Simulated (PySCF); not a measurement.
Below is a simulated gas-phase Cl 2p photoelectron spectrum of GaCl2(NMe2), `C[N](C)[Ga]([Cl])[Cl]`.

Every computed line was given a Gaussian of 1.0 eV full width at half maximum and an area set by the number of equivalent atoms (split 2:1 within a doublet); the highest printed point is 100. Theory: PySCF, delta-SCF UKS SCAN, pcX-2 on the ionised atom, pcseg-1 elsewhere, spin-free X2C.

binding energy (eV), intensity and a bar:
```
    204.3          0 
    204.4          1 
    204.5          2 
    204.6          3 #
    204.7          6 ##
    204.8         10 ###
    204.9         16 #####
    205.0         24 #######
    205.1         35 ##########
    205.2         48 ##############
    205.3         62 ###################
    205.4         76 #######################
    205.5         88 ##########################
    205.6         96 #############################
    205.7        100 ##############################
    205.8         98 #############################
    205.9         91 ###########################
    206.0         80 ########################
    206.1         67 ####################
    206.2         53 ################
    206.3         41 ############
    206.4         31 #########
    206.5         24 #######
    206.6         21 ######
    206.7         21 ######
    206.8         24 #######
    206.9         29 #########
    207.0         35 ###########
    207.1         41 ############
    207.2         46 ##############
    207.3         49 ###############
    207.4         50 ###############
    207.5         48 ##############
    207.6         43 #############
    207.7         37 ###########
    207.8         30 #########
    207.9         23 #######
    208.0         17 #####
    208.1         11 ###
    208.2          7 ##
    208.3          5 #
    208.4          3 #
    208.5          1 
    208.6          1 
    208.7          0 
    208.8          0
```

**Question.** How many maxima does the curve show, and how many computed lines lie under it?

**Answer.** The curve has 2 maxima (at 205.7 and 207.4 eV). Under it lie 2 lines from 1 inequivalent chlorine site, drawn as a 2p3/2, 2p1/2 pair.

**Question.** Decompose the envelope and assign each component. Bonds: Ga1–Cl2, Ga1–Cl3, Ga1–N4, N4–C5, N4–C6. Hydrogens: H7, H8, H9 on C5; H10, H11, H12 on C6.

**Answer.** 
| position (eV) | relative area | line | atoms | environment |
| --- | --- | --- | --- | --- |
| 205.71 | 1.33 | Cl 2p3/2 | Cl2/Cl3 | chlorine bonded to Ga |
| 207.37 | 0.67 | Cl 2p1/2 | Cl2/Cl3 | chlorine bonded to Ga |

The curve has no shake-up lines and no vibrational structure. The first atom of each set that the bonding makes equivalent was ionised and stands for the set. Spin–orbit and ligand-field terms were added within each 2p shell after the spin-free SCF. 2p1/2 minus 2p3/2 (ligand field included): Cl 1.65 eV. Isolated species at its PBE0-D3(BJ)/def2-SVP geometry, gas phase.
